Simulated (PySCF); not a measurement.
**Hg: ionisation energy**

Hg [Xe] 4f14 5d10 6s2 (1S) → Hg⁺ [Xe] 4f14 5d10 6s1 (2S), as a difference of total energies. Calculation: PySCF 2.14, in def2-SVP with the def2 core potential (60 electrons) (6s3p2d1f, 32 functions); a scalar-relativistic core potential. Correlated levels: valence: 5s2 5p6 frozen. The calculations carry no spin-orbit coupling.

```tsv
method	ionisation energy (eV)	error (eV)
UHF	8.510	-1.928
PBE0	10.165	-0.273
LDA	10.889	+0.451
MP2 (valence)	10.046	-0.392
SCS-MP2 (valence)	9.986	-0.452
CCSD (valence)	9.864	-0.574
CCSD(T) (valence)	9.916	-0.522
```

Reference: 10.438 eV (measured; NIST Atomic Spectra Database, ionization energies).

Errors of the correlated levels include the incompleteness of this basis and the frozen core.
